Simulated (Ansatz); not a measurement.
Input for Ansatz (a first-principles code): R-CCSD(T)/aug-cc-pV(T+d)Z on HCl (SMILES Cl). The basis file is the Basis Set Exchange's JSON of that set.

Ansatz 0.2 input:
```yaml
crystal:
  periodic: [false, false, false]
  atoms:
    - {symbol: Cl, position_ang: [-0.00000000, -0.00000000, 0.64100645]}
    - {symbol: H, position_ang: [0.00000000, 0.00000000, -0.64100645]}
basis:
  gaussian:
    orbitals: aug-cc-pV_T+d_Z.json
magnetization: {spin_polarized: false}
correlation: {method: ccsd_t, electrons: outside_noble_gas}
scf: {lower_state_search: off}
```

It printed:

```
WARN ansatz: RAYON_NUM_THREADS=4 ignored (pool sized by the plan → 4); use --threads N
Functional definition: HF
these checks for a lower state are left out or cut short: stability, starts, cluster_reference, orbital_swaps, neighbouring_geometries, increment
integrals: 0.05 GiB planned
446 factors; integrals over basis functions are off by at most 2.0e-3 eV
mean field: 0.10 GiB planned
mean field evaluation 1: about -12519.7895 eV, gradient 1.0e1 eV
mean field evaluation 2: about -12519.7902 eV, gradient 1.0e1 eV
mean field evaluation 4: about -12520.1825 eV, gradient 1.1e0 eV
mean field evaluation 8: about -12520.1909 eV, gradient 2.1e-5 eV
mean field -12520.19086352 eV, -460.1085277443 hartree, gradient 1.5e-6 eV, S^2 0.000000; 0 other end points of the search recorded, 0 dependent functions left out
5 core orbitals not correlated
reference -12520.19086352 eV, -460.1085277443 hartree; 4, 4 occupied and 69, 69 virtual orbitals, 446 factors
second order -5.66278876 eV of doubles, -0.00000000 eV of singles
coupled cluster: 0.15 GiB planned
cycle   1  -6.07242453 eV  change   -4.1e-1 eV  update   4.0e-2
cycle   2  -6.20780828 eV  change   -1.4e-1 eV  update   1.2e-2
cycle   3  -6.21548312 eV  change   -7.7e-3 eV  update   3.0e-3
cycle   4  -6.21477248 eV  change    7.1e-4 eV  update   8.3e-4
cycle   5  -6.21457091 eV  change    2.0e-4 eV  update   1.7e-4
cycle   6  -6.21453907 eV  change    3.2e-5 eV  update   5.2e-5
cycle   7  -6.21454222 eV  change   -3.1e-6 eV  update   1.5e-5
cycle   8  -6.21454195 eV  change    2.7e-7 eV  update   4.1e-6
perturbative correction -0.23901143 eV, -0.0087835082 hartree
Total energy: -12526.64441690 eV, -460.3456914567 hartree
Checks for a lower state left out: stability, starts, cluster_reference, orbital_swaps, neighbouring_geometries, increment
```

The calculation finished and met its thresholds.

Cost: roughly 1.1 core-seconds.
